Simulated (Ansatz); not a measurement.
Ideal-gas functions of ClF₂Si, SMILES `F[Si](F)Cl` radical at 298.15 K and 1 bar, from an Ansatz frequency run at PBE0-D4/def2-TZVP.

Molar mass 101.54 g/mol, point group Cs (symmetry number 1), electronic degeneracy 2, moments of inertia 68.64, 144.527, 199.128 u Å². Harmonic wavenumbers (cm⁻¹, unscaled): 211, 261, 350, 561, 877, 949.

Use S(trans) = R[1.5 ln M + 2.5 ln T − 1.1517]; rotational temperatures θ = 24.2544 K / I; S(rot) = R[ln(√π/σ · √(T³/θAθBθC)) + 1.5]; for each mode x = 1.438777 ν̃/T, S = R[x/(eˣ − 1) − ln(1 − e⁻ˣ)] and H = RT x/(eˣ − 1); 1 cm⁻¹ = 0.0119627 kJ/mol; R = 8.31446 J/(mol·K).

Task: By hand: the entropy, in J/(mol·K).

Result: Translation 166.5. Rotation: θ = 0.3534, 0.1678, 0.1218 K, giving 108.8. Vibration, mode by mode: 8.51, 6.92, 4.88, 2.18, 0.64, 0.48, in all 23.6. Electronic 5.8. Sum 304.7 J/(mol·K).

Task: By hand: H − E and G − E in kJ/mol, counted from the electronic energy.

Result: Zero-point energy ½ × 3209 × 0.0119627 = 19.2; thermal vibration 4.4; translation, rotation and pV give 4 RT = 9.9. H − E = 33.5 kJ/mol, and G − E = 33.5 − 298.15 × 304.7/1000 = -57.3 kJ/mol.

Vibration gives 8 % of the entropy.
